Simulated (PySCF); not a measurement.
C3H5BN2O, SMILES CB(O)/C=N\C#N.

Geometry: PBE0-D3(BJ)/def2-SVP. The structure was generated by enumeration; whether it is a known compound was not checked. The values are those of a single conformer.

Level of theory: PBE/def2-TZVP (PySCF).

Symmetry labels are those of the subgroup Cs that the program uses (full group Cs).

Computed valence orbital energies around the gap with their symmetry:
| orbital | symmetry | energy (eV) |
|---|---|---|
| HOMO−7 | A' | -9.97 |
| HOMO−6 | A' | -9.69 |
| HOMO−5 | A' | -9.42 |
| HOMO−4 | A" | -9.24 |
| HOMO−3 | A' | -8.73 |
| HOMO−2 | A' | -8.21 |
| HOMO−1 | A" | -7.88 |
| HOMO | A' | -6.56 |
| LUMO | A" | -3.97 |
| LUMO+1 | A' | -0.59 |
| LUMO+2 | A" | -0.42 |
| LUMO+3 | A' | 0.01 |
